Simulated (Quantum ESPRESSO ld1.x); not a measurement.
Coherent X-ray form factor from a spherical all-electron density. All-electron calculation, scalar-relativistic Kohn-Sham, PBE, spin-unpolarised, spherical densities, point nucleus. Program: ld1.x of Quantum ESPRESSO 7.5.

| sin(theta)/lambda (1/angstrom) | f0 (electrons) |
|---|---|
| 0.05 | 31.279 |
| 0.1 | 29.549 |
| 0.15 | 27.518 |
| 0.2 | 25.559 |
| 0.25 | 23.751 |
| 0.3 | 22.071 |
| 0.4 | 18.974 |
| 0.5 | 16.181 |
| 0.6 | 13.757 |
| 0.8 | 10.175 |
| 1 | 8.051 |
| 1.25 | 6.620 |
| 1.5 | 5.768 |
| 2 | 4.436 |

The species is in the configuration that NIST lists as its ground one. Which atom or ion scatters so?

Answer. Neutral germanium, [Ar] 3d10 4s2 4p2. Extrapolating in s^2 from the first two rows gives f0(0) = 31.9, near the electron count 32; among species with that count, the fall with angle is slower the higher Z, and the table is that of Z = 32; from so few rows the species is fixed only to a neighbour or two.
